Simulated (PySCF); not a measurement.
PySCF input for CH2NO, SMILES [NH]C=O, multiplicity 2, TDA-CAM-B3LYP/def2-SVPD. The structure is a stationary point at PBE0-D3(BJ)/def2-TZVP. A frequency run showed that this geometry is not a minimum. The isomer is the one that the SMILES or the coordinates give; other isomers of the formula were not compared. Other conformers were not sampled.

```python
import numpy as np
from pyscf import gto, scf, dft, tdscf

mol = gto.M(
    atom='''
    N     0.11319696   -1.10970843    0.00000000
    C    -0.45842469    0.04846100   -0.00000000
    O     0.29638677    1.05559525    0.00000000
    H     1.13290241   -1.11470995   -0.00000000
    H    -1.54582713    0.14714093   -0.00000000
    ''',
    basis='def2-SVPD',
    charge=0,
    spin=1,
    max_memory=1600,
    verbose=4,
)
mf = dft.UKS(mol, xc='cam-b3lyp').density_fit(auxbasis='def2-universal-jkfit')
mf.grids.level = 3
mf.conv_tol = 1e-9
mf.max_cycle = 100
mf.kernel()
fine, coarse = mf.grids, dft.Grids(mol).set(level=1).build(with_non0tab=True)
for _ in range(3):  # follow internal instabilities
    mf.grids = coarse
    mo, _, stable, _ = mf.stability(return_status=True, nroots=4)
    mf.grids = fine
    if stable:
        break
    mf.kernel(mf.make_rdm1(mo, mf.mo_occ))
mf.grids = dft.Grids(mol).set(level=1).build(with_non0tab=True)  # coarser grid for the response kernel
td = tdscf.TDA(mf)
td.nstates = 10
td.conv_tol = 1e-4
td.kernel(x0=td.get_init_guess(mf, 15))
td.analyze()
```

Program output:

```
PySCF version 2.14.0

[INPUT] verbose = 4
[INPUT] num. atoms = 5
[INPUT] num. electrons = 23
[INPUT] charge = 0
[INPUT] spin (= nelec alpha-beta = 2S) = 1
[INPUT] symmetry False subgroup None
[INPUT] Mole.unit = angstrom
[INPUT] Symbol           X                Y                Z      unit          X                Y                Z       unit  Magmom
[INPUT]  1 N      0.113196960000  -1.109708430000   0.000000000000 AA    0.213911252533  -2.097045010821   0.000000000000 Bohr   0.0
[INPUT]  2 C     -0.458424690000   0.048461000000   0.000000000000 AA   -0.866297112839   0.091578017723   0.000000000000 Bohr   0.0
[INPUT]  3 O      0.296386770000   1.055595250000   0.000000000000 AA    0.560089822244   1.994785920892   0.000000000000 Bohr   0.0
[INPUT]  4 H      1.132902410000  -1.114709950000   0.000000000000 AA    2.140875280760  -2.106496513828   0.000000000000 Bohr   0.0
[INPUT]  5 H     -1.545827130000   0.147140930000   0.000000000000 AA   -2.921189911622   0.278056059414   0.000000000000 Bohr   0.0

nuclear repulsion = 65.0179319949885
number of shells = 33
number of NR pGTOs = 113
number of NR cGTOs = 79
basis = def2-SVPD
ecp = {}


[settings echo left out]
init E= -169.328091131643
  alpha nocc = 12  HOMO = -0.32090467387173  LUMO = -0.0205828857558434
  beta  nocc = 11  HOMO = -0.323609921398791  LUMO = -0.32090467387173

WARN: HOMO -0.32090467387173 >= LUMO -0.32090467387173

cycle= 1 E= -168.889350875446  delta_E= 0.439  |g|= 0.519  |ddm|= 2.01
  alpha nocc = 12  HOMO = -0.20945922067021  LUMO = 0.0372693056657929
  beta  nocc = 11  HOMO = -0.269826711183646  LUMO = -0.0988053291919142
  HOMO = -0.20945922067  LUMO = -0.0988053291919  gap/eV = 3.01105
cycle= 2 E= -168.403869045161  delta_E= 0.485  |g|= 1.21  |ddm|= 1.34
  alpha nocc = 12  HOMO = -0.352799545801831  LUMO = 0.0295366957786265
  beta  nocc = 11  HOMO = -0.340483905949938  LUMO = -0.15006306443993
  HOMO = -0.34048390595  LUMO = -0.15006306444  gap/eV = 5.18162
cycle= 3 E= -169.00184570535  delta_E= -0.598  |g|= 0.121  |ddm|= 0.938
  alpha nocc = 12  HOMO = -0.371440702547281  LUMO = 0.0373044032558774
  beta  nocc = 11  HOMO = -0.357605406791374  LUMO = -0.160561674379818
  HOMO = -0.357605406791  LUMO = -0.16056167438  gap/eV = 5.36183
cycle= 4 E= -169.006717892869  delta_E= -0.00487  |g|= 0.0786  |ddm|= 0.198
  alpha nocc = 12  HOMO = -0.36746167792224  LUMO = 0.0374728764308352
  beta  nocc = 11  HOMO = -0.352671411516032  LUMO = -0.14663071488286
  HOMO = -0.352671411516  LUMO = -0.146630714883  gap/eV = 5.60665
cycle= 5 E= -169.009491631673  delta_E= -0.00277  |g|= 0.0223  |ddm|= 0.0723
  alpha nocc = 12  HOMO = -0.367712987877189  LUMO = 0.0381707713137702
  beta  nocc = 11  HOMO = -0.352201234734168  LUMO = -0.14509198614389
  HOMO = -0.352201234734  LUMO = -0.145091986144  gap/eV = 5.63573
cycle= 6 E= -169.009952450707  delta_E= -0.000461  |g|= 0.017  |ddm|= 0.043
  alpha nocc = 12  HOMO = -0.368335571626772  LUMO = 0.0372339470687049
  beta  nocc = 11  HOMO = -0.352036842293376  LUMO = -0.144634685372202
  HOMO = -0.352036842293  LUMO = -0.144634685372  gap/eV = 5.64370
cycle= 7 E= -169.010533517461  delta_E= -0.000581  |g|= 0.0113  |ddm|= 0.071
  alpha nocc = 12  HOMO = -0.367710717643845  LUMO = 0.0376522165247897
  beta  nocc = 11  HOMO = -0.351102237210546  LUMO = -0.14313799217451
  HOMO = -0.351102237211  LUMO = -0.143137992175  gap/eV = 5.65900
cycle= 8 E= -169.010998516395  delta_E= -0.000465  |g|= 0.00675  |ddm|= 0.0914
  alpha nocc = 12  HOMO = -0.367986690976021  LUMO = 0.0370701452926756
  beta  nocc = 11  HOMO = -0.351629825271454  LUMO = -0.143111298683468
  HOMO = -0.351629825271  LUMO = -0.143111298683  gap/eV = 5.67408
cycle= 9 E= -169.011186582615  delta_E= -0.000188  |g|= 0.00226  |ddm|= 0.0778
  alpha nocc = 12  HOMO = -0.367328805054666  LUMO = 0.0372479669126355
  beta  nocc = 11  HOMO = -0.351490355761804  LUMO = -0.143702806838246
  HOMO = -0.351490355762  LUMO = -0.143702806838  gap/eV = 5.65419
cycle= 10 E= -169.011204629436  delta_E= -1.8e-05  |g|= 0.000919  |ddm|= 0.0225
  alpha nocc = 12  HOMO = -0.367166146379035  LUMO = 0.0372211750758127
  beta  nocc = 11  HOMO = -0.351696897387427  LUMO = -0.143828971715507
  HOMO = -0.351696897387  LUMO = -0.143828971716  gap/eV = 5.65637
cycle= 11 E= -169.011207594359  delta_E= -2.96e-06  |g|= 0.000269  |ddm|= 0.0105
  alpha nocc = 12  HOMO = -0.367102749537978  LUMO = 0.0372542648197207
  beta  nocc = 11  HOMO = -0.351752121479621  LUMO = -0.143764498188521
  HOMO = -0.35175212148  LUMO = -0.143764498189  gap/eV = 5.65963
cycle= 12 E= -169.0112078323  delta_E= -2.38e-07  |g|= 0.000219  |ddm|= 0.00192
  alpha nocc = 12  HOMO = -0.367068104759207  LUMO = 0.0372744186056413
  beta  nocc = 11  HOMO = -0.351788806930717  LUMO = -0.143666907735612
  HOMO = -0.351788806931  LUMO = -0.143666907736  gap/eV = 5.66329
cycle= 13 E= -169.011207955357  delta_E= -1.23e-07  |g|= 0.000123  |ddm|= 0.00282
[...]
cycle= 33 E= -169.014381460482  delta_E= -2.61e-06  |g|= 0.000412  |ddm|= 0.025
  alpha nocc = 12  HOMO = -0.367464335279953  LUMO = 0.0549173788401518
  beta  nocc = 11  HOMO = -0.350808281688807  LUMO = -0.136201716911665
  HOMO = -0.350808281689  LUMO = -0.136201716912  gap/eV = 5.83974
cycle= 34 E= -169.014382595193  delta_E= -1.13e-06  |g|= 8.99e-05  |ddm|= 0.0112
  alpha nocc = 12  HOMO = -0.367395086691528  LUMO = 0.0549983734493278
  beta  nocc = 11  HOMO = -0.351148728095868  LUMO = -0.135833529363614
  HOMO = -0.351148728096  LUMO = -0.135833529364  gap/eV = 5.85902
cycle= 35 E= -169.014384170668  delta_E= -1.58e-06  |g|= 0.000158  |ddm|= 0.0218
  alpha nocc = 12  HOMO = -0.367410180024641  LUMO = 0.0550241364950166
  beta  nocc = 11  HOMO = -0.351030365624142  LUMO = -0.135932688635831
  HOMO = -0.351030365624  LUMO = -0.135932688636  gap/eV = 5.85311
cycle= 36 E= -169.014385272441  delta_E= -1.1e-06  |g|= 9.15e-05  |ddm|= 0.0209
  alpha nocc = 12  HOMO = -0.367414266903894  LUMO = 0.0550424504323992
  beta  nocc = 11  HOMO = -0.351024190188416  LUMO = -0.135938768305419
  HOMO = -0.351024190188  LUMO = -0.135938768305  gap/eV = 5.85277
cycle= 37 E= -169.014386031858  delta_E= -7.59e-07  |g|= 8.7e-05  |ddm|= 0.0245
  alpha nocc = 12  HOMO = -0.36742407179558  LUMO = 0.0550423358954464
  beta  nocc = 11  HOMO = -0.350971483340393  LUMO = -0.135990604182216
  HOMO = -0.35097148334  LUMO = -0.135990604182  gap/eV = 5.84993
cycle= 38 E= -169.014386148071  delta_E= -1.16e-07  |g|= 5.96e-05  |ddm|= 0.00667
  alpha nocc = 12  HOMO = -0.367448468218615  LUMO = 0.0550307079347427
  beta  nocc = 11  HOMO = -0.350838333822  LUMO = -0.136121768625375
  HOMO = -0.350838333822  LUMO = -0.136121768625  gap/eV = 5.84274
cycle= 39 E= -169.014386215539  delta_E= -6.75e-08  |g|= 2.05e-05  |ddm|= 0.00574
  alpha nocc = 12  HOMO = -0.367405737686061  LUMO = 0.0550556994801585
  beta  nocc = 11  HOMO = -0.351064637459668  LUMO = -0.135891287406716
  HOMO = -0.35106463746  LUMO = -0.135891287407  gap/eV = 5.85517
cycle= 40 E= -169.014386249643  delta_E= -3.41e-08  |g|= 0.000109  |ddm|= 0.00943
  alpha nocc = 12  HOMO = -0.367447157602621  LUMO = 0.0550332052205982
  beta  nocc = 11  HOMO = -0.350856847569936  LUMO = -0.136104109203647
  HOMO = -0.35085684757  LUMO = -0.136104109204  gap/eV = 5.84372
cycle= 41 E= -169.014386254417  delta_E= -4.77e-09  |g|= 1.24e-05  |ddm|= 0.00296
  alpha nocc = 12  HOMO = -0.367437188603306  LUMO = 0.0550385261475497
  beta  nocc = 11  HOMO = -0.350905254904123  LUMO = -0.136053285207298
  HOMO = -0.350905254904  LUMO = -0.136053285207  gap/eV = 5.84642
cycle= 42 E= -169.014386259129  delta_E= -4.71e-09  |g|= 1.81e-05  |ddm|= 0.0025
  alpha nocc = 12  HOMO = -0.367442387328968  LUMO = 0.0550356738892273
  beta  nocc = 11  HOMO = -0.350878644629586  LUMO = -0.136080142192772
  HOMO = -0.35087864463  LUMO = -0.136080142193  gap/eV = 5.84496
cycle= 43 E= -169.014386259044  delta_E= 8.49e-11  |g|= 3.2e-06  |ddm|= 0.000354
  alpha nocc = 12  HOMO = -0.367443269998783  LUMO = 0.0550353233047063
  beta  nocc = 11  HOMO = -0.350873747696895  LUMO = -0.13608485384681
  HOMO = -0.350873747697  LUMO = -0.136084853847  gap/eV = 5.84470
Extra cycle  E= -169.014386259054  delta_E= -9.72e-12  |g|= 3.32e-06  |ddm|= 9.48e-06
converged SCF energy = -169.014386259054  <S^2> = 0.79024757  2S+1 = 2.0398505
uhf_internal: lowest eigs of H = [0.00104113 0.12190029 0.26532459 0.37086193]
<class 'pyscf.df.df_jk.DFUKS'> wavefunction is stable in the internal stability analysis
tot grids = 20424


******** <class 'pyscf.tdscf.uks.TDA'> for <class 'pyscf.df.df_jk.DFUKS'> ********
nstates = 10
deg_eia_thresh = 1.000e-03
wfnsym = None
conv_tol = 0.0001
eigh lindep = 1e-12
eigh level_shift = 0
eigh max_cycle = 100


Excitation energies (eV)
[0.19795942 1.872745   4.6994083  5.37271983 5.72914762 6.3097517
 7.03655483 7.15414148 7.70839966 7.86923449]

** Excitation energies and oscillator strengths **
Excited State   1:      0.19796 eV   6263.11 nm  f=0.0001
      10b ->   13b      0.10706
      11b ->   12b      0.98741
Excited State   2:      1.87275 eV    662.05 nm  f=0.0008
      10b ->   12b     -0.96783
      11b ->   13b     -0.19624
Excited State   3:      4.69941 eV    263.83 nm  f=0.0470
      11a ->   13a      0.42456
       9b ->   12b      0.88671
Excited State   4:      5.37272 eV    230.77 nm  f=0.0004
      12a ->   13a     -0.62121
       8b ->   12b      0.59182
      10b ->   12b     -0.15720
      11b ->   13b      0.44332
Excited State   5:      5.72915 eV    216.41 nm  f=0.0000
      10a ->   13a     -0.13644
      12a ->   13a     -0.75372
       8b ->   12b     -0.56460
      11b ->   13b     -0.25485
Excited State   6:      6.30975 eV    196.50 nm  f=0.0027
      10a ->   13a     -0.10726
      12a ->   13a      0.15531
       7b ->   12b     -0.41657
       8b ->   12b     -0.43738
      10b ->   12b     -0.15935
      10b ->   13b     -0.18275
      11b ->   13b      0.71980
Excited State   7:      7.03655 eV    176.20 nm  f=0.0009
      10a ->   13a      0.90014
       7b ->   12b      0.11481
       8b ->   12b     -0.24681
      10b ->   13b      0.27249
      11b ->   13b      0.13098
Excited State   8:      7.15414 eV    173.30 nm  f=0.0001
      10a ->   13a      0.23795
       7b ->   12b     -0.86029
       8b ->   12b      0.17095
      11b ->   13b     -0.38233
Excited State   9:      7.70840 eV    160.84 nm  f=0.0026
      11a ->   13a     -0.23211
      12a ->   14a     -0.14268
      12a ->   15a     -0.21087
      10b ->   15b      0.11170
      11b ->   14b      0.55419
      11b ->   15b      0.71245
Excited State  10:      7.86923 eV    157.56 nm  f=0.0043
      10a ->   13a     -0.29462
       7b ->   12b     -0.18839
       8b ->   12b     -0.11490
      10b ->   13b      0.91558

** Transition electric dipole moments (AU) **
state          X           Y           Z        Dip. S.      Osc.
  1        -0.0001      0.0001     -0.1524      0.0232      0.0001
  2         0.0001      0.0011      0.1314      0.0173      0.0008
  3         0.1271      0.6259      0.0001      0.4079      0.0470
  4        -0.0002     -0.0010      0.0568      0.0032      0.0004
  5        -0.0000     -0.0005     -0.0188      0.0004      0.0000
  6        -0.0002      0.0002     -0.1323      0.0175      0.0027
  7         0.0001     -0.0004      0.0713      0.0051      0.0009
  8        -0.0001      0.0004     -0.0272      0.0007      0.0001
  9        -0.0545      0.1032      0.0000      0.0136      0.0026
 10         0.0001      0.0102     -0.1482      0.0221      0.0043

** Transition velocity dipole moments (imaginary part, AU) **
state          X           Y           Z        Dip. S.      Osc.
  1        -0.0000     -0.0000      0.0161      0.0003      0.0237
  2        -0.0000     -0.0001     -0.0258      0.0007      0.0065
  3        -0.0193     -0.0039     -0.0000      0.0004      0.0015
  4         0.0000     -0.0000     -0.0105      0.0001      0.0004
  5         0.0000     -0.0000     -0.0069      0.0000      0.0002
  6         0.0000     -0.0000      0.0023      0.0000      0.0000
  7         0.0000     -0.0000     -0.0030      0.0000      0.0000
  8        -0.0000     -0.0000     -0.0163      0.0003      0.0007
  9        -0.0164     -0.0256      0.0000      0.0009      0.0022
 10        -0.0002      0.0009      0.0052      0.0000      0.0001

** Transition magnetic dipole moments (imaginary part, AU) **
state          X           Y           Z
  1        -0.0097      0.5702     -0.0001
  2         0.5533      0.1335      0.0001
  3        -0.0005     -0.0000     -0.0540
  4        -0.3722      0.3551      0.0005
  5         0.8852     -0.1625     -0.0006
  6        -0.1893     -0.6010     -0.0002
  7         0.2938     -0.5922     -0.0004
  8        -0.3015     -0.6222      0.0007
  9         0.0005      0.0005      0.3571
 10        -0.2044      0.8029      0.0040
```

The calculation finished and met its thresholds.

Cost: about 70 core-seconds (a rough figure).
